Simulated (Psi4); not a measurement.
trisilylphosphine (H9PSi3), singlet, geometry from GFN2-xTB. Base run: R2SCAN/3-21G in Psi4 1.11.

Geometry (Å):
```xyz
13

Si    -0.7315     1.8231    -0.4079
P      0.1882    -0.1735    -0.7373
Si     1.8647    -0.1624     0.7221
Si    -1.2753    -1.5297     0.2423
H      0.2366     2.8145    -0.8700
H     -1.0548     2.0712     1.0004
H     -1.9551     1.8602    -1.2049
H      2.8230     0.8366     0.2557
H      2.4434    -1.5036     0.7095
H      1.4289     0.1719     2.0814
H     -0.6847    -2.8657     0.2316
H     -2.4968    -1.4798    -0.5572
H     -1.5750    -1.1361     1.6224
```
All else is at Psi4's defaults (density fitting, Cartesian functions).
Base energy -1208.65785 Eh.

Variants of this job, named by their change:

```json
[
 {"change": "base", "ΔE vs base (mEh)": "0.000", "SCF cycles": "7", "grid points": "277325", "basis functions": "70"},
 {"change": "e_convergence = 1e-4", "ΔE vs base (mEh)": "0.000", "SCF cycles": "7", "grid points": "277325", "basis functions": "70"},
 {"change": "ints_tolerance = 1e-8", "ΔE vs base (mEh)": "0.000", "SCF cycles": "7", "grid points": "277325", "basis functions": "70"},
 {"change": "scf_initial_accelerator = ediis", "ΔE vs base (mEh)": "0.000", "SCF cycles": "7", "grid points": "277325", "basis functions": "70"},
 {"change": "basis_guess = true", "ΔE vs base (mEh)": "0.000", "SCF cycles": "1", "grid points": "277325", "basis functions": "70"},
 {"change": "dft_basis_tolerance = 1e-8", "ΔE vs base (mEh)": "0.000", "SCF cycles": "7", "grid points": "275371", "basis functions": "70"},
 {"change": "scf_type = dfdirj+cosx", "ΔE vs base (mEh)": "0.054", "SCF cycles": "8", "grid points": "277325", "basis functions": "70"},
 {"change": "guess = huckel", "ΔE vs base (mEh)": "0.000", "SCF cycles": "8", "grid points": "277325", "basis functions": "70"},
 {"change": "dft_radial_points = 35", "ΔE vs base (mEh)": "-24.191", "SCF cycles": "7", "grid points": "131955", "basis functions": "70"},
 {"change": "puream = false", "ΔE vs base (mEh)": "0.000", "SCF cycles": "7", "grid points": "277325", "basis functions": "70"},
 {"change": "level_shift = 0.3", "ΔE vs base (mEh)": "0.000", "SCF cycles": "7", "grid points": "277325", "basis functions": "70"},
 {"change": "scf_type = direct", "ΔE vs base (mEh)": "0.393", "SCF cycles": "9", "grid points": "277325", "basis functions": "70"},
 {"change": "dft_spherical_points = 974", "ΔE vs base (mEh)": "0.000", "SCF cycles": "7", "grid points": "892912", "basis functions": "70"}
]
```
